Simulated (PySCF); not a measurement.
# Computed structure and properties of [DyCl3(H2O)]−

System: [DyCl3(H2O)]− (singlet in the valence; each metal's 4f electrons, 10 of them, lie in its core potential, out of spins and levels); start: displaced along the imaginary mode (C1). Method: PySCF 2.14.0, RKS PBE0, Dy lcecp-0-SVP with ECP56, Cl def2-SVP, O def2-SVP, H def2-SVP; non-relativistic Hamiltonian with scalar-relativistic core potentials where named; density fitting; no spin-orbit coupling.

Input of the relaxation:

```python
mol = gto.M(atom='''
Dy     0.12496    -0.02714     0.02749
Cl     1.36606     1.75360     1.60033
Cl    -2.44645    -0.70723     0.71523
Cl     1.36525    -1.59917    -1.75592
O     -1.63568     1.36320    -1.35666
H     -2.19534     1.36515    -0.51911
H     -2.05476     0.59537    -1.83887''',
    basis={'Dy': 'lcecp-0-SVP', 'Cl': 'def2-SVP', 'O': 'def2-SVP', 'H': 'def2-SVP'},
    ecp={'Dy': 'lcecp-0-SVP'},
    charge=-1, spin=0)
mf = dft.RKS(mol, xc='PBE0')
mf.grids.atom_grid = (50, 194)  # f atoms: unpruned, at least (60, 302)
mf = mf.density_fit()  # fitting sets: Dy AutoAux, Cl def2-universal-JKFIT, O def2-universal-JKFIT, H def2-universal-JKFIT
mf.conv_tol = 1e-08; mf.max_cycle = 55
mf.kernel(dm0)  # dm0: converged density of the start geometry
# quasi-Newton relaxation in Cartesian coordinates to a largest gradient under 0.00045 Eh/bohr, steps kept in the point group
```

Run from Python with OMP_NUM_THREADS=2; the lines above give its settings. Where DIIS fails, smearing, a level shift and second-order steps follow.
It took 2.7 min on 2 threads of Arm Neoverse V1, on a shared host, from the converged density of the start.

Course of the relaxation:

```tsv
step	energy above end (eV)	largest force component within the symmetry (eV/Å)
0	0.2755	1.204
1	0.2227	0.288
2	0.2107	0.146
3	0.2004	0.437
4	0.1904	0.635
5	0.1675	0.668
6	0.1301	0.364
7	0.1101	0.402
24	0.0014	0.049
25	0.0011	0.034
26	0.0005	0.026
27	0.0002	0.028
28	0.0001	0.020
29	0.0000	0.011
```
(The steps between are left out.)

Relaxed geometry (Cs):

```xyz
7

Dy   -0.0033    0.3242    0.3279
Cl    1.7947    1.5946    1.8615
Cl   -2.4989   -0.4367    1.1217
Cl    0.5538   -0.9728   -2.0090
O    -1.6829    1.1331   -1.4539
H    -2.3568    0.6450   -0.9381
H    -1.2825    0.4562   -2.0376
```

| contact | Å |
| --- | --- |
| Dy1–Cl2 (Cl) | 2.683 |
| Dy1–Cl3 (Cl) | 2.727 |
| Dy1–Cl4 (Cl) | 2.730 |
| Dy1–O5 (H2O) | 2.579 |

On the finer grid (75, 302):

```
HOMO                                                          : not given (4f levels lie in the core)
LUMO                                                          : not given (4f levels lie in the core)
Dipole about the centre of mass                               : 1.03 D
Set of Mulliken populations of Dy1 outside the core potential : s 2.26, p 6.32, d 0.93, f 0.02
D3(BJ) dispersion energy (not in the energies)                : -0.184 eV
```

| atom | Mulliken (e) | Löwdin (e) | spin (e) |
| --- | --- | --- | --- |
| Dy1 | 0.47 | -0.15 | 0.00 |
| Cl2 | -0.50 | -0.29 | 0.00 |
| Cl3 | -0.52 | -0.30 | 0.00 |
| Cl4 | -0.52 | -0.30 | 0.00 |
| O5 | -0.33 | -0.09 | 0.00 |
| H6 | 0.20 | 0.07 | 0.00 |
| H7 | 0.20 | 0.07 | 0.00 |

The 4f levels lie in the core potential and are missing. Their spin isn't counted.

On the grid (50, 194), as all that follows. Harmonic modes: a minimum within the noise of the softest modes; lowest 54 cm⁻¹ (negative: unstable), highest 3660 cm⁻¹, zero-point energy 0.759 eV.

Taking off one Cl (charge -1, singlet; the rest: singlet) in vacuum, both parts rigid, costs 4.12 eV; the small basis without counterpoise inflates it.

Rigid scan of Cl along the line from its metal:

| distance to Cl2 (Å) | energy (eV) |
| --- | --- |
| 2.38 | 0.445 |
| 2.48 | 0.173 |
| 2.58 | 0.038 |
| 2.68 | 0.000 |
| 2.78 | 0.029 |
| 2.88 | 0.103 |
| 3.08 | 0.331 |
| 3.38 | 0.748 |
| 3.78 | 1.298 |
| 4.28 | 1.883 |

Taking off one H2O (charge 0, singlet; the rest: singlet) in vacuum, both parts rigid, costs 1.17 eV; the small basis without counterpoise inflates it.

Rigid scan of H2O along the line from its metal:

(distance to O5 (Å), energy (eV)): (2.28, 0.262), (2.38, 0.100), (2.48, 0.021), (2.58, 0.000), (2.68, 0.016), (2.78, 0.057), (2.98, 0.175), (3.28, 0.371), (3.68, 0.595), (4.18, 0.793)

One start shape was tried, so this needn't be the lowest isomer.

An lcecp potential fixes the number of 4f electrons, so in runs with it no electron can move into or out of that shell; real Dy(II) is rare or takes another configuration.
